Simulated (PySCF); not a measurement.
A run for PySCF: R-B3LYP/6-311+G** on H5NSi2 (SMILES N[Si][SiH3]), a point of a torsion scan.

```python
from pyscf import gto, scf, dft, mp
from pyscf.data.elements import chemcore

mol = gto.M(
    atom='''
    N     1.82919592   -0.17245780    0.28936772
    Si    0.46044024   -0.01311589    1.31908511
    Si   -1.33059597    0.12256288   -0.11057836
    H     2.76290436   -0.28581910    0.64707555
    H     1.83329591   -0.15383914   -0.72030980
    H    -1.72956210   -1.21458055   -0.59144143
    H    -2.45553070    0.57320349    0.73027744
    H    -1.44871552    0.94132874   -1.33127828
    ''',
    basis='6-311+g**',
    charge=0, spin=0, verbose=3, max_memory=1800)
mf = dft.RKS(mol, xc='b3lyp')
mf.conv_tol = 1e-8
mf.max_cycle = 100
mf.kernel()
if not mf.converged:
    mf = mf.newton().run(mf.mo_coeff, mf.mo_occ)
```

It printed:

```
converged SCF energy = -636.796718933485
```

The calculation finished and met its thresholds.

Cost: roughly 9 core-seconds.
